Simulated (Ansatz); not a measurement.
Molecule: CH11N2Si2 (charge +1, singlet). It need not be the lowest isomer of its formula. 
Coordinates optimised at B3LYP-D3(BJ)/def2-TZVP (Ansatz, a program for electronic structure):
```
N
H 1 1.0220
H 1 1.0222 2 104.97
Si 1 1.8785 2 109.80 3 -117.60
H 4 1.4708 1 101.70 2 160.07
H 4 1.4725 5 112.19 1 -108.19
C 4 1.8466 5 115.74 6 -134.97
H 7 1.0915 4 111.79 5 -52.65
H 7 1.0917 8 108.95 4 124.04
H 7 1.0929 8 107.56 9 116.18
Si 1 1.8944 2 108.57 3 115.71
N 11 1.6785 1 110.15 2 -74.26
H 12 1.0084 11 123.67 1 93.98
H 12 1.0084 13 112.19 11 -169.69
H 11 1.4669 12 113.90 13 -17.77
H 11 1.4673 15 116.87 1 -107.73
```
Charge +1, spin multiplicity 1.

Parts of the frozen-core correlation energy in cc-pV(Q+d)Z (Ansatz, hartree). Frozen orbitals: 13; correlated occupied orbitals by spin: 16 and 16; virtual: 594 and 594. No spin-orbit coupling. No relativistic terms.

```csv
term,value
reference (HF),-731.03208
MP2 opposite-spin,-0.72597
MP2 same-spin,-0.18634
CCSD correlation,-0.96553
(T),-0.03630
T1 diagnostic,0.010
largest doubles amplitude,0.013
```
